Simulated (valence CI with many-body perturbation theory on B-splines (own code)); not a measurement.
Nb I: E2, M1 decay

Method: configuration interaction combined with many-body perturbation theory (CI+MBPT): five valence electrons over a frozen Dirac-Fock core [Kr], radial functions for each j: 9 s, 9 p, 9 d, 7 f, 4 g, 2 h, with the one-electron correlation potential Σ1, the two-electron term Σ2, the three-electron term Σ3, Breit, model QED; selected CI, second order for the rest, scaled by the run's own slope (own B-spline code, finite nucleus).

Against 16 measured levels this calculation errs by 114 cm⁻¹ on average and by 317 at most. These come from a selection out of the NIST Handbook of Basic Atomic Spectroscopic Data. Levels without a partner in it may be off by more, other configurations by 1,000 to 4,000 cm⁻¹. Among the levels kept, up to 1200 cm⁻¹ of a level comes from second order outside the variational space, and about a tenth of that is noise between levels of different J, which matters for small intervals.

Lines 1 to 50 of 97 in falling wavelength, among levels below 15557 cm⁻¹, chosen from the decays that carry over 1 % of a level's rate. Wavelengths and rates use the calculated energies, so an error of 100 cm⁻¹ moves a line at 20420 Å by 2 % and its rate by three times that or more. Electric multipoles are in the length gauge, E1 and E2 with the static RPA response of the core. Weak lines are less certain than strong ones. Lines between different terms over intervals too small for the method are left out, as are lines whose strength nearly cancels and 3 of this kind that miss the measured wavelength by over 7 %.

Names give the largest LS component (configuration and term), which can be under half, so a name can repeat, a term be missing and a line seem to break the LS rules; names also repeat where a configuration has a term twice.

| λ vac (Å) | λ from measured levels | Upper | Lower | Type | A (s⁻¹) | Branch % |
| --- | --- | --- | --- | --- | --- | --- |
| 6.714e+05 | 6.486e+05 | 4d4 5s 6D_3/2 | 4d4 5s 6D_1/2 | M1 | 2.07e-04 | 100.0 |
| 4.402e+05 | 4.205e+05 | 4d4 5s 6D_5/2 | 4d4 5s 6D_3/2 | M1 | 7.56e-04 | 100.0 |
| 3.474e+05 | 3.336e+05 | 4d3 5s2 4P_3/2 | 4d3 5s2 4P_1/2 | M1 | 5.35e-04 | 1.4 |
| 3.299e+05 | 3.298e+05 | 4d4 5s 6D_7/2 | 4d4 5s 6D_5/2 | M1 | 1.45e-03 | 100.0 |
| 3.137e+05 | 2.960e+05 | 4d4 5s 4D_5/2 | 4d4 5s 4D_3/2 | M1 | 1.19e-03 | 1.4 |
| 2.890e+05 | 2.817e+05 | 4d4 5s 6D_9/2 | 4d4 5s 6D_7/2 | M1 | 1.24e-03 | 100.0 |
| 2.319e+05 | 2.252e+05 | 4d3 5s2 4F_5/2 | 4d3 5s2 4F_3/2 | M1 | 3.45e-03 | 91.5 |
| 2.224e+05 | 2.201e+05 | 4d4 5s 4D_7/2 | 4d4 5s 4D_5/2 | M1 | 2.04e-03 | 2.6 |
| 1.784e+05 | 1.763e+05 | 4d3 5s2 4F_7/2 | 4d3 5s2 4F_5/2 | M1 | 7.62e-03 | 90.5 |
| 1.554e+05 | 1.536e+05 | 4d3 5s2 4F_9/2 | 4d3 5s2 4F_7/2 | M1 | 7.18e-03 | 81.3 |
| 1.549e+05 | 1.498e+05 | 4d3 5s2 4P_5/2 | 4d3 5s2 4P_3/2 | M1 | 4.31e-03 | 18.1 |
| 1.311e+05 |  | 4d3 5s2 2D_5/2 | 4d3 5s2 2D_3/2 | M1 | 3.39e-03 | 2.0 |
| 85710 |  | 4d3 5s2 2P_3/2 | 4d3 5s2 2P_1/2 | M1 | 1.10e-02 | 5.1 |
| 53810 |  | 4d3 5s2 2P_3/2 | 4d3 5s2 2D_3/2 | M1 | 3.95e-02 | 18.5 |
| 37360 |  | 4d3 5s2 2H_9/2 | 4d3 5s2 2G_9/2 | M1 | 2.69e-02 | 46.6 |
| 31650 |  | 4d3 5s2 2H_9/2 | 4d3 5s2 2G_7/2 | M1 | 2.24e-02 | 38.8 |
| 27730 |  | 4d3 5s2 2D_3/2 | 4d3 5s2 4P_5/2 | M1 | 7.66e-03 | 2.9 |
| 23520 |  | 4d3 5s2 2D_3/2 | 4d3 5s2 4P_3/2 | M1 | 3.06e-02 | 11.5 |
| 22890 |  | 4d3 5s2 2D_5/2 | 4d3 5s2 4P_5/2 | M1 | 5.74e-03 | 3.4 |
| 22030 |  | 4d3 5s2 2D_3/2 | 4d3 5s2 4P_1/2 | M1 | 1.35e-02 | 5.1 |
| 20420 | 20640 | 4d3 5s2 4P_1/2 | 4d4 5s 6D_3/2 | M1 | 3.94e-02 | 77.8 |
| 20230 |  | 4d3 5s2 2P_1/2 | 4d3 5s2 4P_3/2 | M1 | 1.24e-03 | 1.1 |
| 20170 | 20380 | 4d3 5s2 4P_3/2 | 4d4 5s 6D_5/2 | M1 | 3.15e-02 | 83.8 |
| 19810 | 20010 | 4d3 5s2 4P_1/2 | 4d4 5s 6D_1/2 | M1 | 1.10e-02 | 21.7 |
| 19280 | 19440 | 4d3 5s2 4P_3/2 | 4d4 5s 6D_3/2 | M1 | 1.50e-03 | 4.0 |
| 19120 |  | 4d3 5s2 2P_1/2 | 4d3 5s2 4P_1/2 | M1 | 7.90e-02 | 72.0 |
| 18860 | 18970 | 4d3 5s2 4P_5/2 | 4d4 5s 6D_7/2 | M1 | 1.79e-02 | 75.2 |
| 18740 | 18880 | 4d3 5s2 4P_3/2 | 4d4 5s 6D_1/2 | M1 | 2.74e-03 | 7.3 |
| 18300 |  | 4d3 5s2 2P_3/2 | 4d3 5s2 4P_5/2 | M1 | 5.46e-02 | 25.6 |
| 17840 | 17940 | 4d3 5s2 4P_5/2 | 4d4 5s 6D_5/2 | M1 | 2.59e-04 | 1.1 |
| 17150 | 17210 | 4d3 5s2 4P_5/2 | 4d4 5s 6D_3/2 | M1 | 4.52e-04 | 1.9 |
| 16370 |  | 4d3 5s2 2P_3/2 | 4d3 5s2 4P_3/2 | M1 | 1.23e-02 | 5.8 |
| 16150 |  | 4d3 5s2 2G_7/2 | 4d3 5s2 4F_9/2 | M1 | 1.65e-03 | 1.8 |
| 15630 |  | 4d3 5s2 2P_3/2 | 4d3 5s2 4P_1/2 | M1 | 1.32e-02 | 6.2 |
| 15460 | 16030 | 4d4 5s 4D_5/2 | 4d3 5s2 4F_9/2 | E2 | 8.89e-03 | 10.7 |
| 14980 |  | 4d3 5s2 2G_9/2 | 4d3 5s2 4F_9/2 | M1 | 9.64e-02 | 68.0 |
| 14720 | 15260 | 4d4 5s 4D_3/2 | 4d3 5s2 4F_7/2 | E2 | 2.08e-02 | 23.6 |
| 14630 |  | 4d3 5s2 2G_7/2 | 4d3 5s2 4F_7/2 | M1 | 4.30e-02 | 47.5 |
| 14450 | 14940 | 4d4 5s 4D_7/2 | 4d3 5s2 4F_9/2 | E2 | 3.60e-02 | 45.1 |
| 14110 | 14650 | 4d4 5s 4D_1/2 | 4d3 5s2 4F_5/2 | E2 | 3.70e-02 | 38.8 |
| 14060 | 14520 | 4d4 5s 4D_5/2 | 4d3 5s2 4F_7/2 | E2 | 1.96e-02 | 23.5 |
| 14060 | 14520 | 4d4 5s 4D_5/2 | 4d3 5s2 4F_7/2 | M1 | 1.01e-03 | 1.2 |
| 13660 |  | 4d3 5s2 2G_9/2 | 4d3 5s2 4F_7/2 | M1 | 4.38e-02 | 30.9 |
| 13600 | 14050 | 4d4 5s 4D_3/2 | 4d3 5s2 4F_5/2 | E2 | 1.26e-02 | 14.2 |
| 13520 |  | 4d3 5s2 2G_7/2 | 4d3 5s2 4F_5/2 | M1 | 4.51e-02 | 49.9 |
| 13300 | 13760 | 4d4 5s 4D_1/2 | 4d3 5s2 4F_3/2 | E2 | 3.49e-02 | 36.6 |
| 13300 | 13760 | 4d4 5s 4D_1/2 | 4d3 5s2 4F_3/2 | M1 | 1.14e-03 | 1.2 |
| 13220 | 13620 | 4d4 5s 4D_7/2 | 4d3 5s2 4F_7/2 | E2 | 2.40e-02 | 30.1 |
| 13030 | 13410 | 4d4 5s 4D_5/2 | 4d3 5s2 4F_5/2 | E2 | 3.50e-02 | 42.0 |
| 12840 | 13220 | 4d4 5s 4D_3/2 | 4d3 5s2 4F_3/2 | E2 | 4.52e-02 | 51.2 |
